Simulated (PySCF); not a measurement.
C₃H₈As, doublet, at a GFN2-xTB geometry; HF/STO-3G run with PySCF.

The PySCF input:
```python
from pyscf import gto, scf

mol = gto.M(
    atom='''
C    -1.06519029    1.78483099    0.03108030
C    -0.76655125    0.36846721   -0.33389339
C    -1.95211724   -0.52631047   -0.48317032
As    0.91553816   -0.40089944    0.22269269
H    -1.54395907    1.85767815    1.01530513
H    -1.75664549    2.22927244   -0.68771601
H    -0.15135721    2.38131331    0.05400838
H    -2.65585291   -0.11386931   -1.20908699
H    -2.50022148   -0.63413665    0.46085300
H    -1.64900049   -1.52122396   -0.81434270
H     0.99654841   -1.34845491   -0.94467525
H     1.75088179    0.61717613   -0.50730393
''',
    basis='sto-3g',
    spin=1,
    verbose=4,
)

mf = scf.UHF(mol)
mf.kernel()
```

The log (banner, timings and long lists left out):

```
PySCF version 2.14.0

[INPUT] verbose = 4
[INPUT] num. atoms = 12
[INPUT] num. electrons = 59
[INPUT] charge = 0
[INPUT] spin (= nelec alpha-beta = 2S) = 1
[INPUT] symmetry False subgroup None
[INPUT] Mole.unit = angstrom
[INPUT] Symbol           X                Y                Z      unit          X                Y                Z       unit  Magmom
[INPUT]  1 C     -1.065190290000   1.784830990000   0.031080300000 AA   -2.012917918646   3.372841749736   0.058733254869 Bohr   0.0
[INPUT]  2 C     -0.766551250000   0.368467210000  -0.333893390000 AA   -1.448571922943   0.696302112783  -0.630967061903 Bohr   0.0
[INPUT]  3 C     -1.952117240000  -0.526310470000  -0.483170320000 AA   -3.688966946642  -0.994582644791  -0.913059576318 Bohr   0.0
[INPUT]  4 As     0.915538160000  -0.400899440000   0.222692690000 AA    1.730116378988  -0.757590145092   0.420828194043 Bohr   0.0
[INPUT]  5 H     -1.543959070000   1.857678150000   1.015305130000 AA   -2.917659789838   3.510502931089   1.918648628566 Bohr   0.0
[INPUT]  6 H     -1.756645490000   2.229272440000  -0.687716010000 AA   -3.319578874052   4.212714368641  -1.299594910379 Bohr   0.0
[INPUT]  7 H     -0.151357210000   2.381313310000   0.054008380000 AA   -0.286023673878   4.500029972681   0.102061046631 Bohr   0.0
[INPUT]  8 H     -2.655852910000  -0.113869310000  -1.209086990000 AA   -5.018834627029  -0.215181809893  -2.284843271875 Bohr   0.0
[INPUT]  9 H     -2.500221480000  -0.634136650000   0.460853000000 AA   -4.724733847955  -1.198344594049   0.870885953684 Bohr   0.0
[INPUT] 10 H     -1.649000490000  -1.521223960000  -0.814342700000 AA   -3.116159305374  -2.874696658526  -1.538884674539 Bohr   0.0
[INPUT] 11 H      0.996548410000  -1.348454910000  -0.944675250000 AA    1.883203564771  -2.548210471225  -1.785177499155 Bohr   0.0
[INPUT] 12 H      1.750881790000   0.617176130000  -0.507303930000 AA    3.308687059588   1.166293856319  -0.958665489616 Bohr   0.0

nuclear repulsion = 256.316867465392
number of shells = 25
number of NR pGTOs = 123
number of NR cGTOs = 41
basis = sto-3g
ecp = {}

******** <class 'pyscf.scf.uhf.UHF'> ********
method = UHF
initial guess = minao
damping factor = 0
level_shift factor = 0
DIIS = <class 'pyscf.scf.diis.CDIIS'>
diis_start_cycle = 1
diis_space = 8
diis_damp = 0
SCF conv_tol = 1e-09
SCF conv_tol_grad = None
SCF max_cycles = 50
direct_scf = True
direct_scf_tol = 1e-13
number electrons alpha = 30  beta = 29
Set gradient conv threshold to 3.16228e-05
init E= -2323.42503012565

cycle= 1 E= -2326.01139832632  delta_E= -2.59  |g|= 0.324  |ddm|= 2.83
cycle= 2 E= -2326.11563538838  delta_E= -0.104  |g|= 0.0704  |ddm|= 0.634
cycle= 3 E= -2326.12260128985  delta_E= -0.00697  |g|= 0.0278  |ddm|= 0.155
cycle= 4 E= -2326.12409140737  delta_E= -0.00149  |g|= 0.0112  |ddm|= 0.0869
cycle= 5 E= -2326.12436208342  delta_E= -0.000271  |g|= 0.00567  |ddm|= 0.0377
cycle= 6 E= -2326.12445331291  delta_E= -9.12e-05  |g|= 0.00187  |ddm|= 0.0292
cycle= 7 E= -2326.12446359352  delta_E= -1.03e-05  |g|= 0.000584  |ddm|= 0.0104
cycle= 8 E= -2326.12446440892  delta_E= -8.15e-07  |g|= 0.000235  |ddm|= 0.00243
cycle= 9 E= -2326.12446454712  delta_E= -1.38e-07  |g|= 8.19e-05  |ddm|= 0.00101
cycle= 10 E= -2326.12446456509  delta_E= -1.8e-08  |g|= 3.36e-05  |ddm|= 0.000338
cycle= 11 E= -2326.12446456852  delta_E= -3.42e-09  |g|= 1.31e-05  |ddm|= 0.000163
cycle= 12 E= -2326.12446456908  delta_E= -5.6e-10  |g|= 4.13e-06  |ddm|= 7.4e-05
Extra cycle  E= -2326.12446456911  delta_E= -3e-11  |g|= 2.69e-06  |ddm|= 9.01e-06
converged SCF energy = -2326.12446456911  <S^2> = 0.76694484  2S+1 = 2.0168737
```
